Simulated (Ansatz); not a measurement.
Cost and result for the atomization energy of ClFGaGeH₃, SMILES `[F][Ga]([Cl])[GeH3]` (7 atoms, 6 bonds).

Total charge 0; spin multiplicity 1. Correlated methods include outer-core shells of Ga, Ge, which these sets cover unevenly. Scalar relativity is left out up to krypton. Geometry: relaxed with PBE0-D4/def2-TZVP. Program: Ansatz. All runs use 4 threads of a server CPU on a shared host. Times are those of one run each, without the atoms' runs, and a repeat can differ threefold. Electronic energies, without spin–orbit coupling; frozen cores. CCSD(T)/CBS adds CCSD(T) − MP2 in def2-TZVPP to the MP2 limit, and its time is that of the two runs behind it. T1 = 0.013. With those shells the extrapolation isn't a true limit. B3LYP takes the VWN-RPA correlation (the form of Gaussian; ORCA's B3LYP/G).

CCSD(T)/CBS is a level of theory with its own doubt, some kJ/mol a heavy atom from the limit and from the frozen cores, so smaller differences don't rank the functionals.

```json
{"level": "revPBE-D4/def2-TZVPP", "functions": "211", "wall time": "2.5 s"}
{"level": "PBE0-D4/def2-TZVPP", "functions": "211", "wall time": "4.9 s"}
{"level": "B3LYP-D4/def2-TZVPP (with forces)", "functions": "211", "wall time": "7.5 s"}
{"level": "B2PLYP/def2-TZVPP", "functions": "211", "wall time": "8 s"}
{"level": "PBE-QIDH/def2-TZVPP", "functions": "211", "wall time": "8.5 s"}
{"level": "r2SCANh-D4/def2-TZVPP", "functions": "211", "wall time": "9 s"}
{"level": "CCSD(T)/def2-SVP", "functions": "111", "wall time": "12 s"}
{"level": "B97M-V/def2-TZVPP", "functions": "211", "wall time": "12 s"}
{"level": "ωB97X-V/def2-TZVPP", "functions": "211", "wall time": "13 s"}
{"level": "ωB97M-V/def2-TZVPP (with forces)", "functions": "211", "wall time": "19 s"}
{"level": "MP2/def2-QZVPP", "functions": "395", "wall time": "29 s"}
{"level": "CCSD(T)/def2-TZVPP", "functions": "211", "wall time": "3.6 min"}
{"level": "CCSD(T)/CBS(def2)", "functions": "–", "wall time": "4.1 min"}
```

Q: What atomization energy does each give, and how far from CCSD(T)/CBS? (Estimate.)

A: Computed: 
```
                            level  atomization (kcal/mol)  difference from CCSD(T)/CBS  per bond
             revPBE-D4/def2-TZVPP                   451.8                        -17.6      -2.9
               PBE0-D4/def2-TZVPP                   459.2                        -10.2      -1.7
B3LYP-D4/def2-TZVPP (with forces)                   457.0                        -12.4      -2.1
                B2PLYP/def2-TZVPP                   457.4                        -12.0      -2.0
              PBE-QIDH/def2-TZVPP                   464.0                         -5.4      -0.9
            r2SCANh-D4/def2-TZVPP                   466.2                         -3.2      -0.5
                 CCSD(T)/def2-SVP                   438.5                        -30.9      -5.2
                B97M-V/def2-TZVPP                   472.2                          2.8       0.5
               ωB97X-V/def2-TZVPP                   470.1                          0.7       0.1
 ωB97M-V/def2-TZVPP (with forces)                   461.7                         -7.7      -1.3
                   MP2/def2-QZVPP                   473.6                          4.2       0.7
               CCSD(T)/def2-TZVPP                   461.1                         -8.3      -1.4
                CCSD(T)/CBS(def2)                   469.4                          0.0       0.0
```

From PBE to PBE0 (25 % exact exchange), in def2-TZVPP and without D4, the atomization energy moves by −5.4 kcal/mol: exact exchange takes away binding that semilocal exchange gives to molecules. The D4 term adds +6.1 kcal/mol with B3LYP and +3.2 kcal/mol with PBE0; it sums over pairs of atoms, weighted by their polarisabilities, and B3LYP, whose exchange is more repulsive, gets the larger term. In def2-TZVPP, CCSD(T) changes the Hartree–Fock value by +120.4 kcal/mol (the triples alone add +7.4 kcal/mol) and MP2 by +128.1 kcal/mol; breaking electron pairs costs correlation energy, which Hartree–Fock lacks.
